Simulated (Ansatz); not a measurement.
Series [SiX3]-: vertical IE (eV) at several levels, gas phase, relaxed structures; Ansatz. Core potentials for I in the def2 sets, no spin–orbit coupling. The structures are stationary points that may keep the symmetry of their start. Remarks come from the PBE and PBE0 runs and from stability tests at other levels; not every state was tested. A HOMO above zero means that the electron is unbound at that level and held by the basis, or that self-interaction error raises the level; the energy of removing that electron tells which.

| species | state | geometry | PBE-D4/def2-TZVPD | r2SCAN-D4/def2-TZVPD | PBE0-D4/def2-TZVPD | remarks |
| --- | --- | --- | --- | --- | --- | --- |
| [SiBr3]- (SiBr3⁻) | singlet to doublet | PBE-D4/def2-SVPD | 3.78 | 3.81 | 3.93 | – |
| [SiF3]- (SiF3⁻) | singlet to doublet | PBE-D4/def2-TZVPD | 3.08 | 2.98 | 3.17 | HOMO above zero at PBE or PBE0 |
| [SiI3]- (SiI3⁻) | singlet to doublet | r2SCAN-D4/def2-SVPD | 3.69 | 3.74 | 3.86 | – |
| [SiMe3]- (C3H9Si⁻) | singlet to doublet | PBE0-D4/def2-SVPD | 1.39 | 1.24 | 1.33 | HOMO above zero at PBE or PBE0 |

Q: Estimate the rows for [SiH3]- (SiH3⁻) (singlet to doublet, PBE0-D4/def2-TZVPD geometry).

A: 
```json
{"species": "[SiH3]- (SiH3⁻)", "state": "singlet to doublet", "geometry": "PBE0-D4/def2-TZVPD", "PBE-D4/def2-TZVPD": "1.85", "r2SCAN-D4/def2-TZVPD": "1.73", "PBE0-D4/def2-TZVPD": "1.82", "remarks": "HOMO above zero at PBE or PBE0"}
```

Over the 5 species that have every level, the mean is 2.76 at PBE-D4/def2-TZVPD, 2.70 at r2SCAN-D4/def2-TZVPD, 2.82 at PBE0-D4/def2-TZVPD.
